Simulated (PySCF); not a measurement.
Species: C3H10O3Si.
Cartesian coordinates in Å at the PBE0-D3(BJ)/def2-SVP level; atoms count from 1:
```
atom  x, y, z in Å
C1     2.5340    0.9743    0.5859
O2     1.2434    0.4473    0.4266
Si3    0.8404   -0.8964   -0.4925
O4    -0.5690   -1.5179    0.0839
C5    -1.8754   -1.0233   -0.1030
C6    -2.0765    0.3244    0.5627
O7    -1.3178    1.3309   -0.0419
H8     2.5441    1.6281    1.4707
H9     2.8408    1.5745   -0.2888
H10    3.2844    0.1784    0.7406
H11    0.7167   -0.5178   -1.9297
H12    1.8978   -1.9217   -0.2806
H13   -2.0968   -0.9217   -1.1820
H14   -2.5734   -1.7643    0.3198
H15   -3.1418    0.5988    0.4738
H16   -1.8536    0.2265    1.6429
H17   -0.4132    1.2934    0.3097
```

The closed-shell ground state was solved at several levels (PySCF, density fitting, gas phase, non-relativistic).

```csv
level,basis functions,total energy (Eh),HOMO (eV),LUMO (eV),gap (eV),dipole (D)
wB97X-D/def2-SVPD,233,-635.1187,-9.60,2.04,11.64,1.44
PBE0/pcSseg-1,176,-635.0003,-7.54,0.84,8.38,1.44
```

(1) What might B3LYP/pcSseg-1 (176 basis functions) give for the same quantities?

(2) Over all these levels, which gives the widest orbital gap and which the narrowest?

(3) How far do the dipole and the HOMO energy spread over the levels?

Answers

(1) Total energy -635.5427 Eh, HOMO -7.28 eV, LUMO 0.59 eV, gap 7.87 eV, dipole 1.44 D.

(2) wB97X-D/def2-SVPD (range-separated hybrid) has the widest, 11.64 eV, and B3LYP/pcSseg-1 (global hybrid, 20 % exact exchange) the narrowest, 7.87 eV. Functional and basis both differ between the two, so the spread mixes both effects.

(3) The dipole runs from 1.44 to 1.44 D (mean 1.44 D) and the HOMO from -9.60 to -7.28 eV.

One conformer stands for the species.

Note: wB97X-D ran without an empirical dispersion term, which enters the total energy and its gradient alone.
